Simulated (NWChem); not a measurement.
## Ionisation of F2Sn

```
Sn
F 1 1.9598
F 1 1.9598 2 96.28
```
Charge 0, spin multiplicity 1.

The numbers come from NWChem runs, not from measurements. All single points use one geometry, from B3LYP/def2-SVP with def2 effective core potentials on Sn, a minimum by its harmonic frequencies.

Basis set: def2-TZVPD. −ε marks an orbital energy of the parent.

Effective core potentials replace the inner electrons of Sn; spin-orbit coupling is left out. B3LYP has NWChem's definition, with VWN1-RPA local correlation. The structure started from a generated list of species.

Q: One of these methods gave a first vertical ionisation energy of 11.45 eV. Which?
A) −ε(HOMO) of BHandHLYP
B) −ε(HOMO) of HF
C) −ε(HOMO) of PBE
D) −ε(HOMO) of PBE0

A: B, −ε(HOMO) of HF. The others give 7.62 (−ε(HOMO) of PBE), 10.02 (−ε(HOMO) of BHandHLYP), 8.86 (−ε(HOMO) of PBE0).
